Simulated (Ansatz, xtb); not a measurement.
# A geometry optimisation of ClGaH6Si2 with r2SCAN-D4/def2-SVP

The starting geometry of this gas-phase singlet has its atoms placed at random.

| atom | x (Å) | y (Å) | z (Å) |
| --- | --- | --- | --- |
| Cl | 0.4526 | -0.6894 | -1.1203 |
| Ga | -0.9359 | -1.1439 | 2.0132 |
| Si | -0.0866 | 1.4087 | 0.5083 |
| Si | -2.1163 | -0.3532 | -0.7982 |
| H | 0.5656 | -1.8642 | -0.6236 |
| H | 0.4560 | -0.2089 | 1.6846 |
| H | 0.4459 | -0.3536 | -2.2205 |
| H | 1.1399 | 1.2070 | 1.7285 |
| H | 1.2520 | 0.5682 | -0.9653 |
| H | 1.0293 | 1.7521 | 0.1695 |

Problem. One run relaxed it with r2SCAN-D4/def2-SVP. What is a likely outcome?

Solution. It loosens into GaH4Si2 + ClH + H, which stay close as a complex. Distances that change by over a tenth: Cl1–H7 (1.15 → 1.29 Å), Cl1–H9 (1.50 → 1.74 Å), Ga2–Si3 (3.08 → 2.76 Å), Si3–H8 (1.74 → 1.50 Å), Si3–H10 (1.22 → 1.50 Å). Contacts that open: Cl1–H5 (1.28 → 4.45 Å), Ga2–H6 (1.71 → 2.58 Å). Contacts that close: Ga2–Si4 (3.15 → 2.27 Å), Ga2–H5 (3.12 → 1.57 Å), Si3–Si4 (2.99 → 2.41 Å), Si3–H6 (2.07 → 1.53 Å).

The energy falls by 14.13 eV over 31 steps:

| step | E − E(last) (eV) |
| --- | --- |
| 1 | 14.135 |
| 4 | 5.670 |
| 8 | 3.273 |
| 11 | 2.236 |
| 14 | 1.178 |
| 18 | 0.121 |
| 21 | 0.021 |
| 24 | 0.003 |
| 28 | 0.000 |
| 31 | 0.000 |

Final geometry (Å):

```xyz
10

Cl    0.7877    0.1117   -1.9911
Ga   -0.6747   -1.5460    0.6620
Si    0.1073    1.0026    1.3940
Si   -1.5429    0.3448   -0.2414
H     0.0445   -2.7836    1.3045
H     0.8469   -0.0929    2.1552
H    -0.0109   -0.4990   -2.7968
H    -0.4818    1.8473    2.4808
H     1.9056    0.1669   -3.3298
H     1.2208    1.7710    0.7390
```

From the same start GFN2-xTB ends elsewhere, in pieces: ClGaH + HSi2 + H2 + H + H.

From so rough a start the end depends on the optimiser's path, so another program may land elsewhere. No frequencies were run, so the end isn't proven a minimum. Run with Ansatz 0.2.0, 69 s on 2 threads of Intel(R) Xeon(R) 6975P-C (Granite Rapids), with other jobs on the host.
